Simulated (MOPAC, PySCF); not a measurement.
[Sc(F)3], neutral singlet in the gas phase. 

Z-matrix (Å, degrees):
```
Sc
F 1 1.8321
F 1 1.8324 2 120.06
F 1 1.8326 2 119.98 3 179.09
```
Charge 0, multiplicity 1.

All levels are single points at this geometry (BP86-D3(BJ)/def2-SVP); Pople sets use spherical d functions. Orbital energies aren't observables, and empty levels follow the basis.

PBE-D3(BJ)/def2-TZVP in PySCF gives HOMO (eV) = -9.18.

Estimate the HOMO (eV) from each of these levels: B3LYP-D3(BJ)/def2-TZVP in PySCF; TPSSh-D3(BJ)/def2-TZVP in PySCF; B3LYP/3-21G in PySCF; B3LYP/6-31G* (LANL2DZ on Sc) in PySCF; B3LYP/LANL2DZ in PySCF; BP86/6-31G* (LANL2DZ on Sc) in PySCF; M06-2X/6-31G* (LANL2DZ on Sc) in PySCF; PBE/6-31G* (LANL2DZ on Sc) in PySCF; SVWN5/6-31G* (LANL2DZ on Sc) in PySCF; HF/6-31G* (LANL2DZ on Sc) in PySCF; PM6 in MOPAC; PM7 in MOPAC.


| level | HOMO (eV) |
|---|---|
| B3LYP-D3(BJ)/def2-TZVP in PySCF | -10.92 |
| TPSSh-D3(BJ)/def2-TZVP in PySCF | -10.08 |
| B3LYP/3-21G in PySCF | -9.25 |
| B3LYP/6-31G* (LANL2DZ on Sc) in PySCF | -10.50 |
| B3LYP/LANL2DZ in PySCF | -10.99 |
| BP86/6-31G* (LANL2DZ on Sc) in PySCF | -8.89 |
| M06-2X/6-31G* (LANL2DZ on Sc) in PySCF | -12.84 |
| PBE/6-31G* (LANL2DZ on Sc) in PySCF | -8.78 |
| SVWN5/6-31G* (LANL2DZ on Sc) in PySCF | -9.01 |
| HF/6-31G* (LANL2DZ on Sc) in PySCF | -16.23 |
| PM6 in MOPAC | -12.88 |
| PM7 in MOPAC | -15.92 |
